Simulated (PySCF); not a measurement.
# Relaxation of quintet RuO₂

All numbers come from PySCF, UPBE0, basis Ru def2-TZVP with ECP28, O def2-TZVP (scalar-relativistic core potentials, no spin–orbit coupling, density fitting). A (50,194) grid was used.

A hand-made end-on start, of Cs symmetry, held to at least that symmetry:

Coordinates in bohr (charge 0 multiplicity 5):
```
Ru   -0.2828    0.0000   -1.0368
O    -0.2828    0.0000    2.6225
O     2.0846    0.0000    3.9831
```

(1) What forces act on the atoms at the start (eV/Å)?

(2) What does it relax to?

(3) How much energy is released, and in how many steps?

Results:

(1) 
| atom | Fx | Fy | Fz |
| --- | --- | --- | --- |
| Ru1 | 0.33 | 0.00 | 0.65 |
| O2 | 3.56 | 0.00 | 2.09 |
| O3 | -3.89 | 0.00 | -2.74 |

(2) It ends at Cs with O–O 1.300 Å, Ru–O 1.925 Å, Ru–O 2.370 Å; O–O–Ru 54.2°, O–O–Ru 92.5°, O–Ru–O 33.2°. A frequency run shows a minimum.

(3) 54.0 kJ/mol in 9 steps.

Open d and f shells are described by one determinant, and the ground state may have another occupation or spin. At this level a broken-symmetry Ms = 0 minimum of C2v symmetry lies 341 kJ/mol below this structure.
